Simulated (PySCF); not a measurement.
Positional isomers: quinoline fluoro+boryl. All species are isolated molecules in the gas phase. One relaxed conformer stands for each flexible species; it need not be the lowest. Strings in code marks are SMILES.

The HOMO from two functionals at the same geometries (B3LYP-D3(BJ)/def2-SVP), both in PySCF: PBE-D3(BJ)/def2-TZVP and B3LYP-D3(BJ)/def2-TZVP. B3LYP has the VWN-RPA correlation part, as in Gaussian. 

```json
[
 {"species": "`c1c2cccnc2c(B)c(F)c1`", "B3LYP-D3(BJ)/def2-TZVP (eV)": "-7.00"},
 {"species": "`Bc1c(F)ccc2ncccc12`", "B3LYP-D3(BJ)/def2-TZVP (eV)": "-7.02"},
 {"species": "`Bc1c(F)cnc2ccccc12`", "B3LYP-D3(BJ)/def2-TZVP (eV)": "-6.87"},
 {"species": "`Bc1cc(F)c2ccccc2n1`", "B3LYP-D3(BJ)/def2-TZVP (eV)": "-6.86"},
 {"species": "`c12c(cccn2)cc(B)cc1F`", "B3LYP-D3(BJ)/def2-TZVP (eV)": "-6.81"},
 {"species": "`Bc1cc(F)cc2cccnc12`", "B3LYP-D3(BJ)/def2-TZVP (eV)": "-6.97"},
 {"species": "`c1(cc(c2ccccc2n1)B)F`", "B3LYP-D3(BJ)/def2-TZVP (eV)": "-6.93"},
 {"species": "`Bc1cc2cccnc2cc1F`", "B3LYP-D3(BJ)/def2-TZVP (eV)": "-6.91"},
 {"species": "`c1c(c(cc2ncccc12)B)F`", "B3LYP-D3(BJ)/def2-TZVP (eV)": "-6.88"},
 {"species": "`Bc1ccc(F)c2ncccc12`", "B3LYP-D3(BJ)/def2-TZVP (eV)": "-6.94"}
]
```

Question: What does PBE-D3(BJ)/def2-TZVP give for each?

Answer: 
- `c1c2cccnc2c(B)c(F)c1`: -5.91
- `Bc1c(F)ccc2ncccc12`: -6.12
- `Bc1c(F)cnc2ccccc12`: -6.19
- `Bc1cc(F)c2ccccc2n1`: -6.02
- `c12c(cccn2)cc(B)cc1F`: -6.11
- `Bc1cc(F)cc2cccnc12`: -5.95
- `c1(cc(c2ccccc2n1)B)F`: -6.25
- `Bc1cc2cccnc2cc1F`: -6.20
- `c1c(c(cc2ncccc12)B)F`: -6.18
- `Bc1ccc(F)c2ncccc12`: -6.16
Over these rows, drawn at random from the members with no instability flagged (it was tested for open shells, ions and some series alone), PBE minus B3LYP-D3(BJ): mean +0.81 eV, from +0.68 eV to +1.09 eV.
